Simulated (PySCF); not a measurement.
**Correlation energy of Bi²⁺ (bismuth, charge +2)**

[Xe] 4f14 5d10 6s2 7s1, 2S determinant (an excited configuration). All numbers are calculated (PySCF 2.14, scalar relativity by spin-free X2C-1e, in x2c-TZVPPall with one added diffuse shell each of s, p, d, f type (12s8p7d4f, 99 functions)). Frozen: [Xe] 4f14 5d10; 3 electrons correlated.

MP2 pair energies summed by pair of shells (mhartree):

```tsv
pair	energy	share (%)
6s-6s	-20.70	70.1
6s-7s	-8.84	29.9
```

Total MP2 correlation energy: -29.54 mhartree.

Same-spin part -3.40 and opposite-spin part -26.14 mhartree; SCS-MP2 scales them by 1/3 and 6/5 to -32.50 mhartree.
